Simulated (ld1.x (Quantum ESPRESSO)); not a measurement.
**Transferability test, ultrasoft potential for Fe (Z = 26)**

Fe (Z = 26), ultrasoft, made with ld1.x (Quantum ESPRESSO) 7.5 (revPBE, scalar-relativistic). Core [Ar], reference 3d6 4s0 4p0 (charge +2). Waves: 4s (bound, empty): rcut 2.15, rcutus 2.30 bohr; 4s channel at -0.8 Ry: rcut 2.15, rcutus 2.30 bohr; 4p (bound, empty): rcut 1.95, rcutus 2.60 bohr; 4p channel at -0.4 Ry: rcut 1.95, rcutus 2.60 bohr; 3d (bound): rcut 1.45, rcutus 1.75 bohr; 3d channel at 3.2 Ry: rcut 1.45, rcutus 1.75 bohr. Local part: all-electron potential smoothed inside 1.95 bohr (lloc = -1). Core correction: a·sin(br)/r model core inside 1.40 bohr. Augmentation charge: PSQ, radius 1.35 bohr.

Energies are relative to the spin-unpolarised reference configuration 3d6 4s0 4p0; without spin polarisation the order of configurations can differ from experiment.

(1) Give the all-electron excitation energy and the error of the potential for: 3d6 4s2 4p0; 3d6 4s1 4p0; 3d5 4s0 4p0; 3d6 4s1.5 4p0; 3d5 4s2 4p1; 3d6 4s0 4p1; 3d7 4s0 4p0.

Levels in the configuration 3d5 4s2 4p1:

| level | all-electron (eV) | pseudo (eV) |
| --- | --- | --- |
| 3d | -14.053 | -14.218 |
| 4s | -7.438 | -7.462 |
| 4p | -2.592 | -2.588 |

Answers

(1)

| valence configuration | charge | ΔE all-electron (eV) | error AE − PS (meV) |
| --- | --- | --- | --- |
| 3d6 4s2 4p0 | 0 | -24.679 | +1.7 |
| 3d6 4s1 4p0 | +1 | -16.041 | +0.5 |
| 3d5 4s0 4p0 | +3 | 34.113 | -253 |
| 3d6 4s1.5 4p0 | +0.5 | -21.232 | +0.9 |
| 3d5 4s2 4p1 | 0 | -15.947 | -56 |
| 3d6 4s0 4p1 | +1 | -11.022 | +0.6 |
| 3d7 4s0 4p0 | +1 | -18.177 | -105 |
